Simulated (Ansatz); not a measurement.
Al2F2H4, SMILES `[F+]1[AlH2-][F+][AlH2-]1`, relaxed with RKS PBE0-D4/def2-TZVP in Ansatz 0.2.0 from a GFN2-xTB geometry. The force threshold is 0.005 eV/Å; the program also tests the step.

Charge 0, multiplicity 1.

Start:

```xyz
8

F     1.141   -0.134    0.234
Al    0.094    1.352    0.361
F    -1.141    0.133   -0.229
Al   -0.092   -1.351   -0.361
H    -0.178    1.652    1.836
H     0.431    2.308   -0.782
H     0.176   -1.647   -1.836
H    -0.431   -2.312    0.777
```

How much energy does the relaxation release, and in how many steps? (An estimate is asked.)

The calculation gave: 5.98 kJ/mol, in 3 steps.

Which bonds change most? (Best estimate.)

Computed: Al4–H8 from 1.528 to 1.572 Å; Al2–H6 from 1.528 to 1.572 Å; Al4–H7 from 1.529 to 1.572 Å; Al2–H5 from 1.529 to 1.572 Å.

Give the relaxed structure. (An estimate is asked.)

The calculation gave: 
```xyz
8

F     1.148   -0.137    0.233
Al    0.087    1.348    0.360
F    -1.148    0.136   -0.232
Al   -0.087   -1.348   -0.360
H    -0.180    1.678    1.874
H     0.441    2.350   -0.799
H     0.180   -1.676   -1.874
H    -0.441   -2.351    0.798
```
